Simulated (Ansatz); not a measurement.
Geometry optimisation, RKS BHLYP/6-31G* (Ansatz 0.2.0).

Input file:

```yaml
crystal:
  periodic: [false, false, false]
  atoms:
    - { symbol: O, position_ang: [-1.2227, 0.0128, 2.5606] }
    - { symbol: Al, position_ang: [-0.5112, -0.294, 0.9174] }
    - { symbol: Si, position_ang: [1.1857, -1.8863, 0.7231] }
    - { symbol: C, position_ang: [-1.0538, 0.6933, -0.7063] }
    - { symbol: Si, position_ang: [0.3037, 1.616, -1.4659] }
    - { symbol: H, position_ang: [-2.0262, -0.5644, 2.6072] }
    - { symbol: H, position_ang: [2.3785, -1.4778, 1.5842] }
    - { symbol: H, position_ang: [1.6918, -1.9526, -0.672] }
    - { symbol: H, position_ang: [0.7253, -3.1826, 1.2199] }
    - { symbol: H, position_ang: [-1.5144, -0.0446, -1.4199] }
    - { symbol: H, position_ang: [-1.943, 1.3928, -0.4016] }
    - { symbol: H, position_ang: [0.839, 2.5979, -0.4517] }
    - { symbol: H, position_ang: [-0.2081, 2.3666, -2.662] }
    - { symbol: H, position_ang: [1.3425, 0.6936, -1.8042] }
basis:
  gaussian: { orbitals: "6-31G*" }
hamiltonian:
  xc: { name: BHLYP }
relax:
  f_tol: 0.02
  max_steps: 50
output:
  orbitals: {}
```

Run as:

```bash
$ ansatz run input.yaml --threads 2 --pin off --max-ram 3072MiB --backend cpu --events-out ev --progress --plain --runs-dir out
```

Task: Where does it end, and by what steps?

Result: It converged. The force dipped under the threshold on the way, but the program's further checks kept it going. After 19 steps the energy has fallen by 0.773 eV; H6 moved furthest, 1.19 Å.

```
step  energy less start (eV)  largest force component (eV/Å)  accepted
   0                  0.0000                           3.287       yes
   1                 -0.4566                           1.304       yes
   2                 -0.5469                           1.574       yes
   3                 -0.6066                           0.909       yes
   4                 -0.6468                           1.931       yes
   5                 -0.7180                           0.546       yes
   6                 -0.6406                           0.704        no
   7                 -0.7544                           0.167       yes
   8                 -0.7614                           0.036       yes
   9                 -0.7640                           0.026       yes
  10                 -0.7650                           0.213       yes
  11                 -0.7680                           0.084       yes
  12                 -0.7688                           0.027       yes
  13                 -0.7699                           0.011       yes
  14                 -0.7711                           0.047       yes
  15                 -0.7716                           0.051       yes
  16                 -0.7722                           0.045       yes
  17                 -0.7724                           0.024       yes
  18                 -0.7726                           0.009       yes
  19                 -0.7727                           0.007       yes
```

```xyz
14
Properties=species:S:1:pos:R:3
O -1.067 -0.083 2.350
Al -0.447 -0.449 0.805
Si 1.235 -2.226 0.783
C -1.055 0.526 -0.777
Si 0.096 1.889 -1.340
H -1.725 0.586 2.525
H 2.482 -1.801 1.462
H 1.605 -2.618 -0.598
H 0.755 -3.448 1.470
H -1.158 -0.186 -1.598
H -2.042 0.954 -0.596
H 0.224 2.920 -0.285
H -0.365 2.560 -2.574
H 1.450 1.348 -1.596
```

The run took 58 s on 2 threads of INTEL(R) XEON(R) PLATINUM 8581C CPU @ 2.10GHz (Emerald Rapids), on a shared host, peak memory 0.27 GiB.
